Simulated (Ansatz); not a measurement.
CH5BOSi can be A, `B[SiH2]C=O`, or B, `B[SiH]1CO1`.

Gas-phase electronic energies from Ansatz, PBE0-D4/def2-TZVP geometries. CCSD(T)/CBS is the MP2 limit (def2-TZVPP, def2-QZVPP) plus CCSD(T) − MP2 in def2-TZVPP, frozen cores. DFT in def2-TZVPP. B3LYP here is the variant with VWN-RPA as its local correlation; programs differ in this. Each species was taken in one conformer, which may not be the lowest.

A:

```xyz
9

B     1.671   -0.065    0.061
Si   -0.218    0.220    0.674
C    -1.398   -0.098   -0.824
O    -2.069    0.758   -1.336
H     1.928   -1.024   -0.606
H     2.564    0.677    0.340
H    -0.540    1.541    1.268
H    -0.511   -0.870    1.654
H    -1.428   -1.139   -1.230
```

B:

```xyz
9

B    -1.700    0.101    0.573
Si    0.020    0.670   -0.212
C     1.325   -0.615   -0.358
O     1.440    0.399    0.653
H    -1.701   -0.552    1.573
H    -2.739    0.323    0.028
H     0.105    1.829   -1.132
H     1.191   -1.621    0.032
H     2.060   -0.534   -1.158
```

Task: Which isomer does CCSD(T)/CBS put lower? Give the gap. (Best estimate.)

Result: The calculation gave: B, by 36.9 kJ/mol.

Task: Give E(B) − E(A) in kJ/mol with ωB97M-V, r2SCAN-D4, PBE0-D4, MP2/def2-TZVPP, B3LYP-D4, LDA (SPW92), B2PLYP. (Estimate.)

Result: Ansatz gave: ωB97M-V -36.4, r2SCAN-D4 -44.3, PBE0-D4 -41.3, MP2/def2-TZVPP -43.8, B3LYP-D4 -27.3, LDA (SPW92) -61.9, B2PLYP -31.5. None reverses the order clearly.

Task: Does the order hold for the free energy at 298.15 K (harmonic terms from PBE0-D4)? (Best estimate.)

Result: The calculation gave: Yes: G(B) − G(A) = -19.1 kJ/mol, for one conformer each. Modes under 60 cm⁻¹, often nearly free rotors, make the harmonic entropy too high.

Largest T1 diagnostic: 0.018.

Leaving LDA and LC-ωPBE aside and taking each functional with its dispersion term where it has one, the values, not all of them listed here, spread over 22.3 kJ/mol, from r2SCAN0-D4 to BLYP-D4. LDA lies −23.2 kJ/mol from PBE without D4. At CCSD(T), def2-SVP lies +36.0 kJ/mol from the extrapolated value and def2-TZVPP +4.6 kJ/mol.
